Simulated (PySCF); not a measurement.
# Steps of a relaxation of [Gd(H2O)4]3+

[Gd(H2O)4]3+ (singlet in the valence; each metal's 4f electrons, 7 of them, lie in its core potential, out of spins and levels). PySCF 2.14.0, RKS PBE0, Gd lcecp-1-SVP with ECP53, O def2-SVP, H def2-SVP; non-relativistic Hamiltonian with scalar-relativistic core potentials where named; density fitting; no spin-orbit coupling. Origin of the start: displaced along the imaginary mode. Columns: position (Å) and force (eV/Å). Energies are counted from the last step; some of the 16 steps are shown. Forces carry noise of the integration grid, about 0.01 to 0.03 eV/Å.

Run from Python with OMP_NUM_THREADS=2. Where DIIS fails, smearing, a level shift and second-order steps follow.
It took 2.7 min on 2 threads of Intel(R) Xeon(R) Platinum 8488C (Sapphire Rapids) (shared host), from the converged density of the start.

```xyz
13
step 0  E = 0.234 eV
Gd    0.0000    0.0000    0.0000     0.00    0.00    0.00
O     1.3272    1.3322    1.3401     0.72    0.64    0.67
H     1.4931    1.2305    2.3363    -0.06    0.35   -1.35
H     1.9004    2.1153    1.0425    -0.67   -1.03    0.65
O    -1.3272   -1.3401    1.3322    -0.72   -0.67    0.64
H    -1.9004   -1.0425    2.1153     0.67   -0.65   -1.03
H    -1.4931   -2.3363    1.2305     0.06    1.35    0.35
O     1.3272   -1.3322   -1.3401     0.72   -0.64   -0.67
H     1.9004   -2.1153   -1.0425    -0.67    1.03   -0.65
H     1.4931   -1.2305   -2.3363    -0.06   -0.35    1.35
O    -1.3272    1.3401   -1.3322    -0.72    0.67   -0.64
H    -1.4931    2.3363   -1.2305     0.06   -1.35   -0.35
H    -1.9004    1.0425   -2.1153     0.67    0.65    1.03
```

```xyz
13
step 5  E = 0.018 eV
Gd    0.0000    0.0000    0.0000     0.00    0.00    0.00
O     1.3366    1.3131    1.3403     0.06    0.06    0.12
H     1.4091    1.3095    2.3247     0.00    0.02   -0.15
H     1.9868    2.0015    1.0661    -0.04   -0.08    0.04
O    -1.3366   -1.3403    1.3131    -0.06   -0.12    0.06
H    -1.9868   -1.0661    2.0015     0.04   -0.04   -0.08
H    -1.4091   -2.3247    1.3095     0.00    0.15    0.02
O     1.3366   -1.3131   -1.3403     0.06   -0.06   -0.12
H     1.9868   -2.0015   -1.0661    -0.04    0.08   -0.04
H     1.4091   -1.3095   -2.3247     0.00   -0.02    0.15
O    -1.3366    1.3403   -1.3131    -0.06    0.12   -0.06
H    -1.4091    2.3247   -1.3095     0.00   -0.15   -0.02
H    -1.9868    1.0661   -2.0015     0.04    0.04    0.08
```

```xyz
13
step 10  E = 0.002 eV
Gd    0.0000    0.0000    0.0000     0.00    0.00    0.00
O     1.3636    1.2877    1.3411    -0.04   -0.02    0.04
H     1.3254    1.4006    2.3186     0.01    0.01   -0.04
H     2.1272    1.8480    1.0771     0.03    0.01    0.00
O    -1.3636   -1.3411    1.2877     0.04   -0.04   -0.02
H    -2.1272   -1.0771    1.8480    -0.03    0.00    0.01
H    -1.3254   -2.3186    1.4006    -0.01    0.04    0.01
O     1.3636   -1.2877   -1.3411    -0.04    0.02   -0.04
H     2.1272   -1.8480   -1.0771     0.03   -0.01    0.00
H     1.3254   -1.4006   -2.3186     0.01   -0.01    0.04
O    -1.3636    1.3411   -1.2877     0.04    0.04    0.02
H    -1.3254    2.3186   -1.4006    -0.01   -0.04   -0.01
H    -2.1272    1.0771   -1.8480    -0.03    0.00   -0.01
```

Problem. Where does the relaxation end?

Solution. It converges at step 15 in S4:
```xyz
13
step 15  E = 0
Gd    0.0001    0.0000    0.0000
O     1.3762    1.2759    1.3413
H     1.3085    1.4368    2.3099
H     2.1777    1.7850    1.0835
O    -1.3758   -1.3414    1.2761
H    -2.1780   -1.0834    1.7846
H    -1.3087   -2.3098    1.4365
O     1.3762   -1.2759   -1.3413
H     2.1777   -1.7850   -1.0835
H     1.3085   -1.4368   -2.3099
O    -1.3758    1.3414   -1.2761
H    -1.3087    2.3098   -1.4365
H    -2.1780    1.0834   -1.7846
```

Problem. How did the contacts change?

Solution. 
| contact | start (Å) | end (Å) |
| --- | --- | --- |
| Gd1–O2 (H2O) | 2.309 | 2.307 |
| Gd1–O5 (H2O) | 2.309 | 2.307 |
| Gd1–O8 (H2O) | 2.309 | 2.307 |
| Gd1–O11 (H2O) | 2.309 | 2.307 |


No frequency check is given that shows the relaxed geometry to be a minimum, and it was reached by following one of several unstable modes of a saddle point. An lcecp potential fixes the number of 4f electrons, so in runs with it no electron can move into or out of that shell.
